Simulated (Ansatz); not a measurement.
Program: Ansatz. Geometries: PBE0-D4/def2-TZVP. ΔE: electronic, gas phase. CCSD(T)/CBS is the MP2 limit (def2-TZVPP, def2-QZVPP) plus CCSD(T) − MP2 in def2-TZVPP, frozen cores. This one scheme is used for every species. DFT in def2-TZVPP. B3LYP here is the variant with VWN-RPA as its local correlation; programs differ in this. For Se outer-core shells are correlated without core-valence functions, which leaves a few kJ/mol of doubt a bond. Scalar relativity is left out up to krypton. One conformer a species, not always the lowest.

`OC(S)(S)[SeH]` + `[SiH3]N[SiH3]` → `[SiH3]N[SiH2][SeH]` + `OC(S)S`  (formal exchange of groups at the Se–C bond)

```csv
level,ΔE (kcal/mol),difference from CCSD(T)/CBS
PBE-D4,-30.3,0.1
r2SCAN-D4,-31.6,-1.2
PBE0-D4,-31.9,-1.5
B3LYP-D4,-30.4,0.0
ωB97X-V,-30.9,-0.5
ωB97M-V,-30.9,-0.5
B2PLYP,-30.7,-0.3
PBE,-31.0,-0.6
r2SCAN,-31.7,-1.3
PBE0,-32.5,-2.1
B3LYP,-31.6,-1.2
HF/def2-TZVPP,-34.8,-4.4
MP2/def2-TZVPP,-29.1,1.3
SCS-MP2/def2-TZVPP,-29.0,1.4
CCSD/def2-TZVPP,-31.0,-0.6
CCSD(T)/def2-TZVPP,-30.0,0.4
HF/def2-QZVPP,-34.9,-4.5
MP2/def2-QZVPP,-29.4,1.0
SCS-MP2/def2-QZVPP,-29.4,1.0
HF/CBS(def2),-34.9,-4.5
MP2/CBS(def2),-29.6,0.8
CCSD/CBS(def2),-31.5,-1.1
CCSD(T)/CBS,-30.4,0
```

Largest T1 diagnostic among the species: 0.012.

The D4 term adds +1.2 kcal/mol with B3LYP and +0.5 kcal/mol with PBE0; it sums over pairs of atoms, weighted by their polarisabilities, and B3LYP, whose exchange is more repulsive, gets the larger term. In def2-TZVPP, CCSD(T) changes the Hartree–Fock value by +4.9 kcal/mol (the triples alone add +1.0 kcal/mol) and MP2 by +5.7 kcal/mol. From PBE to PBE0 (25 % exact exchange), in def2-TZVPP and without D4, ΔE moves by −1.5 kcal/mol.
